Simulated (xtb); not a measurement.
C6H6, charge -1, doublet, from a rough starting geometry (a state made from the parent by changing its charge; the spin is typed, not shown lowest); xtb with GFN2-xTB.

Input for xtb:
```
$ xtb mol.xyz --gfn 2 --chrg -1 --uhf 1 --opt vtight --json

# file mol.xyz
12

C     -0.77673715     1.17265213     0.04210600
C     -1.40980906    -0.12433363    -0.09606556
C     -0.55501117    -1.25715670    -0.05397816
C      0.80576135    -1.11667601    -0.07859713
C      1.36772132     0.08034723     0.02686483
C      0.59645290     1.28975544     0.08675004
H     -1.36160398     2.03607829     0.03455764
H     -2.45442539    -0.24183185    -0.12857117
H     -0.97636155    -2.18826084    -0.17718006
H      1.43064828    -2.08425915    -0.11231278
H      2.44626825     0.17268669     0.05884596
H      1.10174303     2.22340079     0.17957184
```

It wrote (shortened):

```
   ID    Z sym.   atoms
    1    6 C      1-6
    2    1 H      7-12

           -------------------------------------------------
          |                Calculation Setup                |
           -------------------------------------------------

           -------------------------------------------------
          |                 G F N 2 - x T B                 |
           -------------------------------------------------

          ...................................................
          :                      SETUP                      :
          :.................................................:
          :  # basis functions                  30          :
          :  # atomic orbitals                  30          :
          :  # shells                           18          :
          :  # electrons                        31          :
          :  max. iterations                   250          :
          :  Hamiltonian                  GFN2-xTB          :
          :  restarted?                      false          :
          :  GBSA solvation                  false          :
          :  PC potential                    false          :
          :  electronic temp.          300.0000000     K    :
          :  accuracy                    1.0000000          :
          :  -> integral cutoff          0.2500000E+02      :
          :  -> integral neglect         0.1000000E-07      :
          :  -> SCF convergence          0.1000000E-05 Eh   :
          :  -> wf. convergence          0.1000000E-03 e    :
          :  Broyden damping             0.4000000          :
          :  net charge                         -1          :
          :  unpaired electrons                  1          :
          ...................................................

 iter      E             dE          RMSdq      gap      omega  full diag
   1    -16.2624706 -0.162625E+02  0.374E+00    0.42       0.0  T
   2    -16.2448031  0.176675E-01  0.308E+00    0.10       1.0  T
   3    -16.2749697 -0.301667E-01  0.225E+00    0.54       1.0  T
   4    -16.2880231 -0.130533E-01  0.125E+00    0.31       1.0  T
   5    -16.2878619  0.161183E-03  0.115E+00    0.23       1.0  T
   6    -16.2929791 -0.511718E-02  0.527E-01    0.18       1.0  T
   7    -16.2937600 -0.780931E-03  0.290E-01    0.15       1.0  T
   8    -16.2940392 -0.279238E-03  0.968E-02    0.13       1.0  T
   9    -16.2940715 -0.322389E-04  0.292E-02    0.12       1.0  T
  10    -16.2940733 -0.188221E-05  0.217E-02    0.12       1.3  T
  11    -16.2940756 -0.220947E-05  0.243E-03    0.12      11.9  T
  12    -16.2940755  0.282533E-07  0.332E-03    0.12       8.7  T
  13    -16.2940756 -0.371438E-07  0.167E-03    0.12      17.3  T
  14    -16.2940756 -0.130822E-07  0.221E-04    0.12     130.9  T
  15    -16.2940756 -0.200654E-09  0.713E-05    0.12     404.8  T

   *** convergence criteria satisfied after 15 iterations ***

         :::::::::::::::::::::::::::::::::::::::::::::::::::::
         ::                     SUMMARY                     ::
         :::::::::::::::::::::::::::::::::::::::::::::::::::::
         :: total energy             -15.972280645784 Eh    ::
         :: gradient norm              0.140354461989 Eh/a0 ::
         :: HOMO-LUMO gap              0.118106727282 eV    ::
         ::.................................................::
         :: SCC energy               -16.294068635298 Eh    ::
         :: -> isotropic ES            0.115028132800 Eh    ::
         :: -> anisotropic ES          0.020823653125 Eh    ::
         :: -> anisotropic XC          0.007896768030 Eh    ::
         :: -> dispersion             -0.009811981643 Eh    ::
         :: repulsion energy           0.321787989514 Eh    ::
         :: add. restraining           0.000000000000 Eh    ::
         :: total charge              -1.000000000000 e     ::
         :::::::::::::::::::::::::::::::::::::::::::::::::::::

      -----------------------------------------------------------
     |                   =====================                   |
     |                        A N C O P T                        |
     |                   =====================                   |
     |               Approximate Normal Coordinate               |
     |                Rational Function Optimizer                |
      -----------------------------------------------------------
      -----------------------------------------------------------
     |                   =====================                   |
     |                        A N C O P T                        |
     |                   =====================                   |
     |               Approximate Normal Coordinate               |
     |                Rational Function Optimizer                |
      -----------------------------------------------------------

          ...................................................
          :                      SETUP                      :
          :.................................................:
          :   optimization level         verytight          :
          :   max. optcycles                   240          :
          :   ANC micro-cycles                  20          :
          :   degrees of freedom                30          :
          :.................................................:
          :   RF solver                   davidson          :
          :   write xtbopt.log                true          :
          :   linear?                        false          :
          :   energy convergence         0.1000000E-06 Eh   :
          :   grad. convergence          0.2000000E-03 Eh/α :
          :   maxmium RF displ.          1.0000000          :
          :   Hlow (freq-cutoff)         0.1000000E-01      :
          :   Hmax (freq-cutoff)         5.0000000          :
          :   S6 in model hess.         20.0000000          :
          ...................................................

[...]
 * total energy  :   -15.9722806 Eh     change       -0.1906031E-10 Eh
 * total energy  :   -15.9857832 Eh     change       -0.1350257E-01 Eh
 * total energy  :   -15.9876688 Eh     change       -0.1885610E-02 Eh
 * total energy  :   -15.9877462 Eh     change       -0.7741725E-04 Eh
 * total energy  :   -15.9877719 Eh     change       -0.2562892E-04 Eh
 * total energy  :   -15.9877744 Eh     change       -0.2572156E-05 Eh
 * total energy  :   -15.9877757 Eh     change       -0.1265828E-05 Eh
 * total energy  :   -15.9877759 Eh     change       -0.2362675E-06 Eh
 * total energy  :   -15.9877760 Eh     change       -0.7815352E-07 Eh
   *** GEOMETRY OPTIMIZATION CONVERGED AFTER 9 ITERATIONS ***
         :: total energy             -15.987776020387 Eh    ::
[...]
         :: -> anisotropic ES          0.022332017905 Eh    ::
         :: -> anisotropic XC          0.008805926661 Eh    ::
         :: -> dispersion             -0.009778395854 Eh    ::
         :: repulsion energy           0.288245314019 Eh    ::
         :: add. restraining           0.000000000000 Eh    ::
         :: total charge              -1.000000000000 e     ::
         :::::::::::::::::::::::::::::::::::::::::::::::::::::

           -------------------------------------------------
          |                Property Printout                |
           -------------------------------------------------

    * Orbital Energies and Occupations

         #    Occupation            Energy/Eh            Energy/eV
      -------------------------------------------------------------
         1        2.0000           -0.3988811             -10.8541
       ...           ...                  ...                  ...
         4        2.0000           -0.3406291              -9.2690
         5        2.0000           -0.3393631              -9.2345
         6        2.0000           -0.3091815              -8.4133
         7        2.0000           -0.2865512              -7.7975
         8        2.0000           -0.2612803              -7.1098
         9        2.0000           -0.2523319              -6.8663
        10        2.0000           -0.2446944              -6.6585
        11        2.0000           -0.2311403              -6.2896
        12        2.0000           -0.2084190              -5.6714
        13        2.0000           -0.1970711              -5.3626
        14        2.0000           -0.1744658              -4.7475
        15        2.0000           -0.1498945              -4.0788
        16        0.9986            0.0038069               0.1036 (HOMO)
        17        0.0014            0.0162843               0.4431 (LUMO)
        18                          0.1326620               3.6099
        19                          0.3111336               8.4664
        20                          0.3136789               8.5356
        21                          0.3548919               9.6571
        22                          0.3698082              10.0630
        23                          0.3891361              10.5889
        24                          0.4027417              10.9592
        25                          0.5744713              15.6322
        26                          0.5827754              15.8581
        27                          0.6358383              17.3020
       ...                                ...                  ...
        30                          0.8557808              23.2870
      -------------------------------------------------------------
                  HL-Gap            0.0124774 Eh            0.3395 eV
             Fermi-level           -0.0314991 Eh           -0.8571 eV

     #   Z          covCN         q      C6AA      α(0)
     1   6 C        2.904    -0.046    29.148     8.852
     2   6 C        2.907    -0.114    30.877     9.111
     3   6 C        2.907    -0.113    30.875     9.111
     4   6 C        2.904    -0.046    29.147     8.852
     5   6 C        2.907    -0.114    30.877     9.111
     6   6 C        2.907    -0.113    30.875     9.111
     7   1 H        0.924    -0.071     4.647     3.371
     8   1 H        0.925    -0.078     4.844     3.442
     9   1 H        0.925    -0.078     4.843     3.442
    10   1 H        0.924    -0.071     4.647     3.371
    11   1 H        0.925    -0.078     4.844     3.442
    12   1 H        0.925    -0.078     4.844     3.442

 Mol. C6AA /au·bohr⁶  :       2127.654259
 Mol. C8AA /au·bohr⁸  :      49795.997059
 Mol. α(0) /au        :         74.658940

Wiberg/Mayer (AO) data.
largest (>0.10) Wiberg bond orders for each atom

 ---------------------------------------------------------------------------
     #   Z sym  total        # sym  WBO       # sym  WBO       # sym  WBO
 ---------------------------------------------------------------------------
     1   6 C    3.980 --     6 C    1.457     2 C    1.457     7 H    0.964
     2   6 C    3.871 --     1 C    1.457     3 C    1.198     8 H    0.970
                             6 C    0.143
     3   6 C    3.871 --     4 C    1.457     2 C    1.198     9 H    0.970
                             5 C    0.143
     4   6 C    3.980 --     3 C    1.457     5 C    1.457    10 H    0.964
     5   6 C    3.871 --     4 C    1.457     6 C    1.198    11 H    0.970
                             3 C    0.143
     6   6 C    3.871 --     1 C    1.457     5 C    1.198    12 H    0.970
                             2 C    0.143
     7   1 H    0.995 --     1 C    0.964
     8   1 H    0.994 --     2 C    0.970
     9   1 H    0.994 --     3 C    0.970
    10   1 H    0.995 --     4 C    0.964
    11   1 H    0.994 --     5 C    0.970
    12   1 H    0.994 --     6 C    0.970
 ---------------------------------------------------------------------------

Topologies differ in total number of bonds
Writing topology from bond orders to xtbtopo.mol

molecular dipole:
                 x           y           z       tot (Debye)
 q only:       -0.034       0.006       0.034
   full:       -0.034       0.006       0.035       0.124
molecular quadrupole (traceless):
                xx          xy          yy          xz          yz          zz
 q only:       -3.768      -0.752      -3.153      -0.402      -0.639       6.921
  q+dip:       -1.428      -0.701      -0.879      -0.166      -0.218       2.307
   full:       -2.250      -0.932      -1.517      -0.256      -0.354       3.767

optimized geometry written to: xtbopt.xyz

           -------------------------------------------------
          | TOTAL ENERGY              -15.987776020387 Eh   |
          | GRADIENT NORM               0.000084470005 Eh/α |
          | HOMO-LUMO GAP               0.339526696070 eV   |
           -------------------------------------------------
```
